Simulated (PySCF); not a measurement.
WO2, SMILES [O]=[W]=[O] (connectivity only; charge and spin as stated), neutral, multiplicity 3. Atoms are numbered in the order given.

```xyz
3

W      0.0000     0.0000     0.1676
O      0.0000     1.4326    -0.7753
O      0.0000    -1.4326    -0.7753
```
Charge 0, spin multiplicity 3.

The structure is a stationary point at B3LYP-D3(BJ)/def2-TZVP. The spin state was assumed, not searched. The def2 effective core potentials stand for the cores of W; spin–orbit coupling is left out.

Level of theory: TDA-PBE/def2-TZVPD (PySCF 2.14.0).

Vertical excitations. 

Question: Estimate the UV-visible absorptions. (An estimate is asked for; the answer gives what the named calculation found.)

Answer: 
| state | energy (eV) | λ (nm) | f | main pairs |
|---|---|---|---|---|
| root 1 | 0.65 | 1908 | 0.002 | α HOMO→LUMO 100 % |
| root 2 | 2.20 | 565 | 0.021 | α HOMO−1→LUMO 98 % |
| root 3 | 2.35 | 527 | 0.000 | α HOMO→LUMO+1 98 % |
| root 4 | 3.10 | 400 | 0.000 | α HOMO−2→LUMO 38 %, β HOMO→LUMO 61 % |
| root 5 | 3.23 | 384 | 0.005 | α HOMO−2→LUMO 56 %, β HOMO→LUMO 39 % |
| root 6 | 3.26 | 380 | 0.000 | α HOMO→LUMO+2 98 % |
| root 7 | 3.46 | 358 | 0.000 | α HOMO−1→LUMO+1 96 % |
| root 8 | 4.09 | 303 | 0.005 | β HOMO→LUMO+1 92 % |
| root 9 | 4.16 | 298 | 0.000 | α HOMO→LUMO+4 11 %, β HOMO−1→LUMO 89 % |
| root 10 | 4.19 | 296 | 0.000 | β HOMO→LUMO+2 100 % |
Unrestricted roots are not spin-pure.
